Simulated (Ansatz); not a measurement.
`[CH3][Sc]([NH2])[F]`, relaxed with RKS PBE0-D4/def2-TZVP in Ansatz 0.2.0 from a PBE-D4/def2-SVP geometry. The force threshold is 0.005 eV/Å; the program also tests the step.

Total charge 0; spin multiplicity 1.

Start:

```xyz
9

C    -0.884    1.350    0.333
Sc    0.602   -0.268    0.514
N     0.708   -1.606   -0.925
F     1.681   -0.396    1.996
H    -0.794    2.150    1.101
H    -0.829    1.848   -0.664
H    -1.921    0.946    0.413
H     0.119   -1.596   -1.770
H     1.318   -2.429   -0.997
```

Problem. How much energy does the relaxation release, and in how many steps? (Estimate.)

Solution. Ansatz gave: 2.56 kJ/mol, in 6 steps, 1 of them rejected.

Problem. Which bonds change most? (An estimate is asked.)

Solution. The calculation gave: C1–H6 from 1.116 to 1.099 Å; C1–H7 from 1.116 to 1.099 Å; C1–H5 from 1.113 to 1.096 Å; N3–H8 from 1.030 to 1.014 Å.

Problem. Give the relaxed structure. (Best estimate.)

Solution. The calculation gave: 
```xyz
9

C    -0.885    1.342    0.329
Sc    0.590   -0.271    0.524
N     0.694   -1.600   -0.931
F     1.691   -0.387    2.008
H    -0.788    2.131    1.082
H    -0.821    1.825   -0.656
H    -1.910    0.952    0.409
H     0.120   -1.589   -1.767
H     1.308   -2.402   -0.998
```
